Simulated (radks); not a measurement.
Neutral lead inside a hard spherical wall (all orbitals vanish at R), configuration held at [Hg] 6p2 and not refilled when levels cross. Method: scalar-relativistic Kohn-Sham, PBE, spin-polarised, spherical densities, finite nucleus; open shells are filled with parallel spins first (spin-orbit coupling, left out, can overturn this in heavy ions); Fermi nuclear charge, rms radius 5.5012 fm; computed with a radial shooting solver on a logarithmic mesh with Libxc functionals. Eigenvalues in eV for spin up, with the zero of energy where the potential of the charges vanishes at infinity; a dash marks a level that is unbound or too diffuse for the functional's potential to be trusted. A positive occupied level is held by the wall or, in an anion where self-interaction has pushed it up, behind a barrier. The pressure on the wall is -dE/dV.

R (bohr)  E (hartree)  kinetic (hartree)    e(5p)    e(5d)    e(6s)   e(6p)  e(7s, empty)  e(6d, empty)  pressure (GPa)
free      -20876.0816          23578.179  -85.713  -21.128  -12.379  -3.939             -             -               0
15        -20876.0816          23578.179  -85.713  -21.127  -12.378  -3.939        -0.640         0.749        < 0.0001
12        -20876.0815          23578.180  -85.701  -21.115  -12.368  -3.930        -0.416         1.135         0.00172
8         -20876.0753          23578.222  -85.374  -20.795  -12.109  -3.650         1.603         2.993           0.235
7         -20876.0640          23578.287  -85.004  -20.436  -11.826  -3.293         3.413         4.284           0.875
4         -20875.5103          23580.841  -78.893  -14.725   -6.256   5.184        34.066        22.450             115
3.5       -20874.9052          23583.440  -75.048  -11.190   -1.760  11.798        54.228        34.002             341
2         -20856.5754          23652.614  -27.091   40.174   92.297  132.37        330.76        193.65           26900
1.5       -20804.2233          23825.881   50.583   134.81   298.10  367.44        782.46        457.16          217000
